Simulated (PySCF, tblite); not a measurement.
Isomers of C5H8FN, one GFN2-xTB conformer each. Single-point energies are computed at PBE0/pcSseg-1 (PySCF, gas phase, no added dispersion term), electronic only.

```csv
SMILES,GFN2-xTB relative energy (kcal/mol)
CN1C=C(F)CC1,0.0
C[C@H](F)CCC#N,9.9
```

Conformers: `[CH3:1][N:2]1[CH:3]=[C:4]([F:5])[CH2:6][CH2:7]1` with C1–N2–C3–C4 147°, C3–C4–C6–C7 -9°, C4–C6–C7–N2 15°, C1–N2–C7–C6 -154°; `[CH3:1][C@H:2]([F:3])[CH2:4][CH2:5][C:6]#[N:7]` with C1–C2–C4–C5 -177°, C2–C4–C5–C6 66°.

Problem. What does PBE0/pcSseg-1 give for the same structures?

Solution. 
| SMILES | PBE0/pcSseg-1 E (Eh) | PBE0/pcSseg-1 (kcal/mol) | GFN2-xTB (kcal/mol) | point group |
| --- | --- | --- | --- | --- |
| C[C@H](F)CCC#N | -349.49837 | 0.0 | 9.9 | C1 |
| CN1C=C(F)CC1 | -349.46826 | 18.9 | 0.0 | C1 |

GFN2-xTB puts CN1C=C(F)CC1 lowest instead. As drawn, the lower has a C≡N group, which the higher lacks; the higher has a C=C bond outside aromatic rings, which the lower lacks.

Problem. Which frontier levels, dipoles and rotational constants go with these structures?

Solution. 
| SMILES | HOMO (eV, PBE0/pcSseg-1) | LUMO (eV) | dipole (D) | A, B, C (MHz) |
| --- | --- | --- | --- | --- |
| C[C@H](F)CCC#N | -9.28 | 0.70 | 3.69 | 4759, 1457, 1414 |
| CN1C=C(F)CC1 | -5.28 | 1.00 | 2.23 | 5792, 1964, 1530 |

Problem. What happens when harmonic zero-point energies from GFN2-xTB frequencies are added?

Solution. 
```
        SMILES  ZPE (kcal/mol)  electronic (kcal/mol)  with ZPE (kcal/mol)
C[C@H](F)CCC#N            75.9                    0.0                  0.0
  CN1C=C(F)CC1            76.6                   18.9                 19.6
```

The zero-point energies span 0.7 kcal/mol. The order is unchanged.
